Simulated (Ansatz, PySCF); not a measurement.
C2H5Cd, SMILES C[CH2][Cd] (connectivity only; charge and spin as stated), neutral, multiplicity 2. Atoms are numbered in the order given.

```xyz
8

Cd     0.1946    -0.6901     0.0000
C      0.6993     1.5758     0.0000
C     -0.5399     2.4338     0.0000
H      1.3143     1.6796     0.8945
H      1.3143     1.6796    -0.8945
H     -1.1622     2.2583    -0.8809
H     -1.1622     2.2583     0.8809
H     -0.2830     3.5016     0.0000
```
Charge 0, spin multiplicity 2.

Geometry: PBE0-D3(BJ)/def2-TZVP. The multiplicity is an assumed one; other spin states were not compared. The isomer is the one that the SMILES or the coordinates give; other isomers of the formula were not compared. The def2 effective core potentials stand for the cores of Cd; spin–orbit coupling is left out.

Two levels are set side by side: PBE-D3(BJ)/def2-TZVP (Ansatz, a quantum-chemistry and plane-wave program) and PBE0-D3(BJ)/def2-TZVP (Ansatz). Each level has its own optimised geometry; the coordinates shown are those of the second. Frequencies come from the Hessian of PySCF at each geometry. Differences are taken from unrounded values.

| quantity | PBE0-D3(BJ) |
|---|---|
| mean bond length (Å) | 1.328 |
| bond Cd1–C2 (Å) | 2.321 |
| bond C2–C3 (Å) | 1.507 |
| bond C2–H4 (Å) | 1.090 |
| bond C2–H5 (Å) | 1.090 |
| bond C3–H6 (Å) | 1.093 |
| bond C3–H7 (Å) | 1.093 |
| bond C3–H8 (Å) | 1.098 |
| highest harmonic wavenumber (cm⁻¹) | 3154 |
| mean harmonic wavenumber (cm⁻¹) | 1531 |
| zero-point energy (kcal/mol) | 39.39 |

Q: What does PBE-D3(BJ) give, and how far is it from PBE0-D3(BJ)? (An estimate is asked for; the answer gives what the named calculation found.)

A: 
```tsv
quantity	PBE-D3(BJ)	PBE-D3(BJ) minus PBE0-D3(BJ)
mean bond length (Å)	1.341	0.013
bond Cd1–C2 (Å)	2.373	0.052
bond C2–C3 (Å)	1.510	0.003
bond C2–H4 (Å)	1.097	0.006
bond C2–H5 (Å)	1.097	0.006
bond C3–H6 (Å)	1.100	0.007
bond C3–H7 (Å)	1.100	0.007
bond C3–H8 (Å)	1.107	0.008
highest harmonic wavenumber (cm⁻¹)	3082	-73
mean harmonic wavenumber (cm⁻¹)	1484	-47
zero-point energy (kcal/mol)	38.18	-1.21
```

Exact exchange shortens and stiffens bonds; PBE has none. Differences between two approximate levels are no errors against the true value.
